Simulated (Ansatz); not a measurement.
```yaml
crystal:
  periodic: [false, false, false]
  atoms:
    - {symbol: N, position_ang: [-0.829246, 0.751283, -0.867172]}
    - {symbol: Ti, position_ang: [0.350147, -0.430845, -0.186922]}
    - {symbol: N, position_ang: [0.282745, -0.310294, 1.539103]}
    - {symbol: Br, position_ang: [-0.078920, -2.270110, -1.524262]}
    - {symbol: Br, position_ang: [2.563116, 0.723339, -0.942010]}
    - {symbol: H, position_ang: [-1.319235, 1.471447, 0.119548]}
    - {symbol: H, position_ang: [-1.187858, 1.004862, -2.258982]}
    - {symbol: H, position_ang: [0.717741, 0.371598, 1.970367]}
    - {symbol: H, position_ang: [-0.628584, -0.852501, 1.806705]}
basis:
  gaussian: {orbitals: def2-SVPD}
magnetization: {spin_polarized: true, initial_magnetization: 2}
hamiltonian: {xc: {name: RPBE}, dispersion: d3bjatm}
accuracy: high
```

```sh
$ ansatz run in.yaml --threads 4 --pin off --events-out ev --progress --plain --max-ram 11315MiB
```

Shortened log:

```
Functional definition: RPBE
3881 factors; integrals over basis functions are off by at most 5.7e-9 eV
mean field evaluation 1: about -166196.4985 eV, gradient 7.0e1 eV
mean field evaluation 2: about -165839.8501 eV, gradient 1.8e2 eV
mean field evaluation 4: about -166213.7571 eV, gradient 3.0e1 eV
mean field evaluation 8: about -166220.2120 eV, gradient 6.6e0 eV
mean field evaluation 16: about -166220.4730 eV, gradient 6.3e-2 eV
mean field evaluation 32: about -166220.4730 eV, gradient 2.1e-6 eV
mean field -166220.47302509 eV, -6108.4897153887 hartree, gradient 2.3e-8 eV, S^2 2.011141; 8 other end points of the search recorded, 0 dependent functions left out
reference -166220.47303117 eV, -6108.4897156121 hartree; 56, 54 occupied and 132, 134 virtual orbitals, 3881 factors
Total energy: -166222.49443723 eV, -6108.5640009149 hartree
```

It took 36 s on 4 threads of an Arm Neoverse V1 on a shared host, with 1.3 GiB of host memory at the peak.
